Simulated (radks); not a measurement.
Problem. Isoelectronic series with 8 electrons, all held in the configuration [He] 2s2 2p4, which need not be the ground one along the series. All-electron calculation, Dirac Kohn-Sham, LDA (Slater exchange, Perdew-Wang correlation), spin-unpolarised, spherical densities, finite nucleus; open shells fill j = l - 1/2 first; Fermi nuclear charge, rms radius of each element as measured or else 0.836 A^(1/3) + 0.57 fm. Program: a radial shooting solver on a logarithmic mesh with Libxc functionals. Total energies (hartree) and mean radii <r> (bohr):

ion    E (hartree)   2p3/2   2p1/2   2s1/2
O        -74.52723   1.265   1.263   1.147
Al5+    -229.57723  0.5394  0.5377  0.5869
V15+    -806.34077  0.2577  0.2553  0.2941
Ni20+  -1230.33854  0.2045  0.2016  0.2346
As25+  -1746.98248  0.1694  0.1661  0.1946
Sr30+  -2358.50635  0.1445  0.1407  0.1658
Tc35+  -3067.64118  0.1259  0.1217  0.1440

Estimate the row of Ar10+.

Solution. E (hartree) -473.20844; 2p3/2 0.3484; 2p1/2 0.3464; 2s1/2 0.3924.
